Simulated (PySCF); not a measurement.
Mo(NMe)(S)(F)(SH) (CH4FMoNS2), SMILES [Mo](=[S])([F])([SH])=[N]C, multiplicity 1.

Geometry: PBE-D3(BJ)/def2-SVP. The spin state was assumed, not searched. The def2 effective core potentials stand for the cores of Mo; spin–orbit coupling is left out. Other conformers were not sampled.

The numbers are results of PBE-D3(BJ)/def2-SVP (PySCF), not measurements.

Frequencies are harmonic and unscaled.

```csv
mode,ν (cm⁻¹),IR (km/mol),moving atoms (share of kinetic energy)
1,88,1.6,"S 35 %, C 33 %, H 21 %, Mo 8 %"
2,93,4.0,"C 33 %, S 31 %, H 20 %, Mo 8 %"
3,106,0.0,H 93 %
4,126,1.0,"S 75 %, Mo 11 %"
5,150,0.2,"F 60 %, S 21 %, Mo 10 %"
6,182,1.1,"F 58 %, S 20 %, Mo 14 %"
7,263,15.2,H 83 %
8,326,9.0,"N 60 %, S 18 %, H 10 %"
9,333,6.5,"N 56 %, H 21 %, S 17 %"
10,405,29.0,"S 50 %, Mo 28 %, N 16 %"
11,543,49.9,"S 68 %, Mo 23 %"
12,610,6.9,H 85 %
13,656,57.7,"C 29 %, F 25 %, Mo 17 %, N 14 %, H 13 %"
14,678,69.1,"F 54 %, Mo 24 %, C 13 %"
15,1038,2.0,"H 73 %, C 20 %"
16,1047,0.7,"H 72 %, C 20 %"
17,1309,71.8,"N 53 %, C 32 %, H 13 %"
18,1364,3.0,"H 76 %, N 20 %"
19,1380,11.5,H 95 %
20,1386,16.1,H 96 %
21,2607,1.7,H 97 %
22,2924,27.0,H 97 %
23,3013,3.4,"H 91 %, C 9 %"
24,3025,3.9,"H 91 %, C 9 %"
```
